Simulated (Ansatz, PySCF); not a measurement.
Species: CH3O2, net charge 0, doublet state. It need not be the lowest isomer of its formula. 
Coordinates optimised at B3LYP-D3(BJ)/def2-TZVP (Ansatz, a program for electronic structure):
```
C
O 1 1.3207
O 1 1.4050 2 117.95
H 3 0.9661 1 107.56 2 23.18
H 1 1.1083 2 110.95 3 -124.14
H 1 1.1198 5 104.24 2 113.47
```
Charge 0, spin multiplicity 2.

Total electronic energies in hartree. Correlated levels leave the core frozen unless marked. Open shells are spin-unrestricted. Spin-orbit coupling is left out. Non-relativistic. FCI takes restricted orbitals. CBS(X,Y): correlation extrapolated as X^-3; Hartree-Fock from the larger set. [CCSD(T)-MP2]/basis is that difference in the basis named.

| level | program | energy (Eh) |
|---|---|---|
| HF-D3(BJ)/def2-TZVPD | PySCF + dftd3 | -189.39038 |
| r2SCAN/def2-TZVPD | Ansatz | -190.26993 |
| PBE0-D4/def2-TZVPD | Ansatz + dftd4 | -190.16011 |
| BHLYP-D3(BJ)/def2-TZVPD | Ansatz + dftd3 | -190.26943 |
| CAM-B3LYP-D4/def2-TZVPD | Ansatz + dftd4 | -190.29822 |
| B2GP-PLYP-D3(BJ)/def2-TZVPD | Ansatz + dftd3 | -190.19111 |
| B2GP-PLYP-D4/def2-TZVPD | Ansatz + dftd4 | -190.19081 |
| RI-MP2/aug-cc-pVQZ | Ansatz | -190.03212 |
| RI-MP2/cc-pVTZ | Ansatz | -189.96217 |
| SCS-MP2/cc-pVDZ | Ansatz | -189.75781 |
| CCSD/6-31G | Ansatz | -189.51789 |
| CCSD/6-31G* | Ansatz | -189.75263 |
| CCSD(T)/cc-pwCVTZ | Ansatz | -190.02258 |
| FCI/STO-3G | Ansatz | -186.91489 |
| RI-MP2/CBS(cc-pVTZ,cc-pVQZ)+[CCSD(T)-MP2]/cc-pVTZ | Ansatz | -190.1081 |

Totals of different functionals don't rank their quality; only differences between species are comparable.
